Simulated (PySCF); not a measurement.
## HFeS, sextet: molecular constants

These are results of PySCF, UPBE0, basis Fe def2-TZVP, S def2-TZVP, H def2-TZVP (no relativity, density fitting), not measurements.

The structure is a minimum.

```xyz
3
charge 0 multiplicity 6, angstrom
Fe    0.0000    0.0000    0.7222
S     0.0000    0.0000   -1.3376
H     0.0000    0.0000    2.3517
```

- Point group: C∞v
- Bond lengths: Fe–H 1.629 Å, Fe–S 2.060 Å
- Bond angles: H–Fe–S 180.0°
- Enthalpy at 298.15 K above 0 K: 12.52 kJ/mol
- Heat capacity Cp at 298.15 K: 50.2 J/(mol K)
- Lowest empty level (β): -3.72 eV
- Principal polarisabilities: 33.9, 33.9, 81.0 bohr³
- Dipole moment: 0.88 D
- Principal quadrupole moments (Buckingham, traceless) about the centre of mass: -9.65, 4.82, 4.82 D Å
- Atomisation energy without zero-point energy: 553 kJ/mol
- Rotational constants: 0.1833 cm⁻¹
- Entropy at 298.15 K and 1 bar (electronic part: spin only): 270.3 J/(mol K)
- Highest occupied level (β): -7.69 eV
- Zero-point energy: 15.5 kJ/mol
- Spin squared ⟨S²⟩: 8.785
- Rotational symmetry number: 1

Harmonic modes (masses in u: Fe 55.935, S 31.972, H 1.008):
```tsv
symmetry	ω (cm⁻¹)	IR (km/mol, summed over degenerate members)	μ (u)	type
π	163	314	1.08	bend
σ+	505	11.0	32.43	stretch
σ+	1755	306	1.02	stretch
```

In C∞v the vibrations span π + 2σ+.

Charges (e):
| atom | Mulliken | Löwdin | polar tensor | spin (Mulliken) | Mayer order to Fe1 |
| --- | --- | --- | --- | --- | --- |
| Fe1 | 0.50 | 0.19 | 0.85 | 4.09 | – |
| S2 | -0.36 | 0.02 | -0.41 | 1.00 | 1.87 |
| H3 | -0.14 | -0.21 | -0.44 | -0.10 | 0.91 |

Mulliken populations on Fe1: s 6.80, p 12.48, d 6.22, f 0.00.

Outer orbital energies (eV). α occupied: -13.08, -12.71, -12.35, -12.35, -8.89, -7.94, -7.94, -7.79; empty: 0.25, 0.34, 0.34, 2.44. β occupied: -18.15, -9.80, -7.90, -7.90, -7.69; empty: -3.72, -3.72, -3.38, -3.35.

This need not be the most stable arrangement of these atoms. Other spin states or occupations of the open shell can lie lower.

The final relaxation and frequency run took of the order of 60 core-seconds on a shared host.
